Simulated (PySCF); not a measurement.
**Exercise with solution: chemical shift, span and skew from a shielding tensor**

AlH5OSi, SMILES [O]([AlH2])[SiH3]. Atoms are numbered in the order given.

```xyz
8

Al    -0.3114     0.3134     1.6817
H     -1.8319     0.5366     2.0473
H      0.8675     0.3620     2.7304
O      0.0823     0.0048     0.0758
Si     0.2465    -0.2789    -1.5142
H      1.1236     0.7545    -2.1255
H     -1.0766    -0.2431    -2.1939
H      0.8559    -1.6181    -1.7295
```

The structure is a stationary point at PBE0-D3(BJ)/def2-TZVP.

GIAO shieldings from PBE0/pcSseg-1 (PySCF), non-relativistic, no solvent. The symmetric part of the tensor of Si5 has the principal values 356.3, 356.5, 476.5 ppm. The same nucleus in TMS has σ = 352.7 ppm at this level (PySCF, at its B3LYP-D3(BJ)/def2-TZVP geometry).

Question: Work out the isotropic shielding, the ²⁹Si shift against TMS, the span and the skew.

Answer: 
σ(iso) = (σ11 + σ22 + σ33)/3 = 396.4 ppm. δ = σ(ref) − σ(iso) = 352.7 − (396.4) = -43.7 ppm.
Span Ω = σ33 − σ11 = 120.2 ppm. Skew κ = 3(σ(iso) − σ22)/Ω = 1.00, an axial tensor. Tumbling in solution averages the tensor to δ; in a static solid the shielding alone would spread this spin-1/2 line over Ω.
